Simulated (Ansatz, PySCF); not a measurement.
Energy difference R1 + 3 R2 → P1, each structure at its B3LYP-D3(BJ)/def2-TZVP stationary point, reached from a drawn start (curvature not checked).
R1: O3W (SMILES [O]=[W](=[O])=[O]), charge 0, multiplicity 1.
P1, H6O6W (SMILES [OH][W]([OH])([OH])([OH])([OH])[OH]) (charge 0, multiplicity 1):
```xyz
13

W     -0.177    -0.158    -0.196
O      1.779    -0.023    -0.174
H      2.160    -0.108     0.707
O     -2.009     0.233    -0.473
H     -2.309     1.145    -0.563
O     -0.176     1.773     0.143
H      0.708     2.154     0.190
O     -0.490    -2.018    -0.027
H     -0.676    -2.411     0.833
O     -0.046    -0.359     1.751
H     -0.041     0.480     2.224
O      0.189    -0.279    -2.049
H      1.088    -0.429    -2.365
```
R2: H2O (SMILES O), charge 0, multiplicity 1.

P less R. No zero-point or thermal terms; no spin–orbit coupling.

Frozen-core correlation throughout.

Programs: Ansatz (an electronic-structure program); PySCF for the D3/D4 terms. Each number belongs to the level named beside it. Elements past Kr take the def2 small-core potentials, without spin–orbit coupling.

Question: Give the reaction energy at the level CCSD(T)/def2-SVP.

Answer: -365 kJ/mol

Question: Estimate the reaction energy that PBE/def2-TZVPP returns for this input.

Answer: -371 kJ/mol

Question: What reaction energy does BHLYP-D4/def2-TZVPP give?

Answer: -455 kJ/mol
